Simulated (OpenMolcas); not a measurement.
A calculation on P²⁺.

* Program: OpenMolcas
* Method: RASSCF
* Basis: ANO-RCC-VQZP [6s5p3d2f1g]
* Scalar Hamiltonian: DKH2, point nucleus
* Active space: 1 electron in 9 orbitals (RAS2 3p; RAS3 3d 4s, at most 1 electron)
* State averaging: 2S+1 = 2 odd, 3 roots; 2S+1 = 2 even, 6 roots
* Spin-orbit coupling: RASSI with atomic mean-field integrals over the reference wave functions, term energies averaged over their components

Problem. Which level of the active space comes out lowest?

Solution. 3s2 3p 2P* 1/2, with 100 % of that term; it is also the measured ground level.

Problem. How high does 3s2 3d 2D 5/2 lie?

Solution. 109334 cm-1 above the lowest level.

Problem. How high does 3s2 4s 2S 1/2 lie?

Solution. 116581 cm-1 above the lowest level; measured 117836 cm-1 above the ground level, so the calculation is off by -1 %.

Problem. How high does 3s2 3d 2D 3/2 lie?

Solution. 109327 cm-1 above the lowest level.

Measured values: Martin, Zalubas and Musgrove, J. Phys. Chem. Ref. Data 14, 751 (1985).

ANO sets are built for valence states and can reach diffuse excited orbitals poorly, and with the s shell closed the s pⁿ⁺¹ terms that mix with these levels are absent. With one active electron the reference holds no correlation, so core polarisation is missing. Measured partners are found by configuration, term and J. A level has none where our copy of the source lacks it or the pairing is in doubt (some pairs that miss far off the trend of their configuration count as doubtful), and it then counts in no deviation. Levels of configurations outside the active space are missing.

* marks odd parity.
